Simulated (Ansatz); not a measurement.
BeF₂. Charge 0, multiplicity 3. Geometry PBE-D4/def2-TZVP, that of the neutral singlet; atoms count from 1.

Cartesian coordinates in Å:
```
Be 0.0013 0.0009 -0.0001
F 0.5340 -0.9397 -0.8757
F -0.5353 0.9388 0.8758
```

At PBE0-D4/def2-TZVP a singlet of charge 0 lies 9.13 eV below the triplet at the same geometry.

Question: Estimate the Mulliken populations from the PBE0/def2-TZVP orbitals of Ansatz.

Answer: 
```tsv
atom	charge (e)	spin (α − β)
Be1	-0.07	0.92
F2	0.04	0.54
F3	0.04	0.54
```
Mulliken values and Mayer orders depend strongly on the basis.

Question: Where does the spin sit?

Answer: Summed by element: Be 0.92, F 1.08, of 2 unpaired in all. Largest on single atoms: Be1 0.92, F2 0.54, F3 0.54.

Question: And the Mayer bond orders between bonded heavy atoms (over 0.3)?

Answer: Be1–F2 0.93 (1.39 Å); Be1–F3 0.93 (1.39 Å). Values over 0.3 also appear between atoms too far apart for a bond (F2–F3 0.45 at 2.78 Å); they arise where an orbital or an unpaired electron spreads over both atoms.
